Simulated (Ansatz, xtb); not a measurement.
Pulling on the Ga1–H2 bond in BrGaH2 (SMILES [GaH2][Br]) (multiplicity 1 held, fragments rigid). Energies count from the point at 1.557 Å.
Geometry at that point (charge 0, multiplicity 1):
```xyz
4

Ga    -0.62727    -0.97642     0.15642
H     -0.07053    -1.95941     1.22858
H     -1.89601    -1.10175    -0.73821
Br     0.61177     0.95229    -0.15255
```

R- and RO- levels are restricted; in cc, def2 and unpolarised 6-31G sets they are followed outwards from rest. Unrestricted levels (U-) break spin symmetry where that is lower. Active spaces are followed from a long bond inwards. Levels need not reach the same state.

Cores are frozen in the correlated methods. Filled d and f shells under p-block atoms count as core.

Programs: Ansatz (Gaussian basis) for Hartree–Fock, density functionals and correlated methods; xtb for the GFN methods. Each number belongs to the level named beside it. The GFN methods have no spin term and hold the electronic entropy of 300 K.

Energies in kcal/mol.

```json
[
 {"R (Å)": "1.246", "GFN2-xTB": "24.1", "U-HF/cc-pVDZ": "28.3", "R-MP2/cc-pVDZ": "28.8", "U-MP2/cc-pVDZ": "28.8", "FIC-MRCISD+Q on CASSCF(2,2)/cc-pVDZ": "29.1"},
 {"R (Å)": "1.402", "GFN2-xTB": "3.7", "U-HF/cc-pVDZ": "5.6", "R-MP2/cc-pVDZ": "5.9", "U-MP2/cc-pVDZ": "5.9", "FIC-MRCISD+Q on CASSCF(2,2)/cc-pVDZ": "6.1"},
 {"R (Å)": "1.557", "GFN2-xTB": "0.0", "U-HF/cc-pVDZ": "0.0", "R-MP2/cc-pVDZ": "0.0", "U-MP2/cc-pVDZ": "0.0", "FIC-MRCISD+Q on CASSCF(2,2)/cc-pVDZ": "0.0"},
 {"R (Å)": "1.713", "GFN2-xTB": "2.4", "U-HF/cc-pVDZ": "3.6", "R-MP2/cc-pVDZ": "3.2", "U-MP2/cc-pVDZ": "3.2", "FIC-MRCISD+Q on CASSCF(2,2)/cc-pVDZ": "2.8"},
 {"R (Å)": "1.869", "GFN2-xTB": "7.2", "U-HF/cc-pVDZ": "12.0", "R-MP2/cc-pVDZ": "11.0", "U-MP2/cc-pVDZ": "11.0", "FIC-MRCISD+Q on CASSCF(2,2)/cc-pVDZ": "10.0"},
 {"R (Å)": "2.103", "GFN2-xTB": "16.4", "U-HF/cc-pVDZ": "28.6", "R-MP2/cc-pVDZ": "26.6", "U-MP2/cc-pVDZ": "26.6", "FIC-MRCISD+Q on CASSCF(2,2)/cc-pVDZ": "24.2"},
 {"R (Å)": "2.336", "GFN2-xTB": "26.7", "U-HF/cc-pVDZ": "44.4", "R-MP2/cc-pVDZ": "43.0", "U-MP2/cc-pVDZ": "47.8", "FIC-MRCISD+Q on CASSCF(2,2)/cc-pVDZ": "38.5"},
 {"R (Å)": "2.726", "GFN2-xTB": "44.0", "U-HF/cc-pVDZ": "56.6", "R-MP2/cc-pVDZ": "67.6", "U-MP2/cc-pVDZ": "66.5", "FIC-MRCISD+Q on CASSCF(2,2)/cc-pVDZ": "57.6"},
 {"R (Å)": "3.115", "GFN2-xTB": "59.2", "U-HF/cc-pVDZ": "?", "R-MP2/cc-pVDZ": "86.5", "U-MP2/cc-pVDZ": "72.5", "FIC-MRCISD+Q on CASSCF(2,2)/cc-pVDZ": "69.3"},
 {"R (Å)": "3.582", "GFN2-xTB": "73.0", "U-HF/cc-pVDZ": "?", "R-MP2/cc-pVDZ": "101.6", "U-MP2/cc-pVDZ": "74.7", "FIC-MRCISD+Q on CASSCF(2,2)/cc-pVDZ": "75.7"},
 {"R (Å)": "4.205", "GFN2-xTB": "83.6", "U-HF/cc-pVDZ": "62.8", "R-MP2/cc-pVDZ": "110.5", "U-MP2/cc-pVDZ": "75.5", "FIC-MRCISD+Q on CASSCF(2,2)/cc-pVDZ": "78.3"},
 {"R (Å)": "4.984", "GFN2-xTB": "88.0", "U-HF/cc-pVDZ": "?", "R-MP2/cc-pVDZ": "107.7", "U-MP2/cc-pVDZ": "75.6", "FIC-MRCISD+Q on CASSCF(2,2)/cc-pVDZ": "78.9"}
]
```

Question: What belongs in the gaps?

Answer: 
- 3.115, U-HF/cc-pVDZ: 60.8
- 4.984, U-HF/cc-pVDZ: 62.9
- 3.582, U-HF/cc-pVDZ: 62.4

Doubts at one or more of the structures used: a spin-contaminated determinant (U-HF/cc-pVDZ, U-MP2/cc-pVDZ); a restricted determinant that unrestricted orbitals would lower (R-MP2/cc-pVDZ).

Ansatz is a first-principles code.
